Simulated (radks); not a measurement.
Question: Species: Nd. Configuration: [Xe] 4f4 6s2. Calculated with a radial shooting solver on a logarithmic mesh with Libxc functionals: Dirac Kohn-Sham, BLYP, spin-unpolarised, spherical densities, point nucleus; open shells fill j = l - 1/2 first. Some entries of the table are withheld. Estimate them.

| orbital | occ. | eigenvalue (eV) | <r> (bohr) |
|---|---|---|---|
| 1s1/2 | 2 | -43368.36 | 0.02363 |
| 2s1/2 | 2 | -7010.962 | 0.1005 |
| 2p1/2 | 2 | -6632.872 | 0.08421 |
| 2p3/2 | 4 | -6112.579 | 0.09062 |
| 3s1/2 | 2 | -1520.367 | 0.2660 |
| 3p1/2 | 2 | -1358.943 | 0.2556 |
| 3p3/2 | 4 | -1255.103 | 0.2681 |
| 3d3/2 | 4 | (1) | 0.2394 |
| 3d5/2 | 6 | (2) | 0.2433 |
| 4s1/2 | 2 | -301.8435 | 0.6073 |
| 4p1/2 | 2 | -240.9550 | 0.6238 |
| 4p3/2 | 4 | -218.4116 | 0.6521 |
| 4d3/2 | 4 | -118.3833 | 0.7016 |
| 4d5/2 | 6 | -114.4031 | 0.7117 |
| 5s1/2 | 2 | -40.1001 | (3) |
| 5p1/2 | 2 | -23.8937 | 1.669 |
| 5p3/2 | 4 | -20.8679 | 1.764 |
| 6s1/2 | 2 | -3.3565 | 4.422 |
| 4f5/2 | 4 | (4) | 1.127 |
| 4f7/2 | 0 | (5) | 1.155 |

Answer: 
(1) 3d3/2 eigenvalue (eV): -973.9815
(2) 3d5/2 eigenvalue (eV): -951.5324
(3) 5s1/2 <r> (bohr): 1.474
(4) 4f5/2 eigenvalue (eV): -1.6116
(5) 4f7/2 eigenvalue (eV): -1.2120
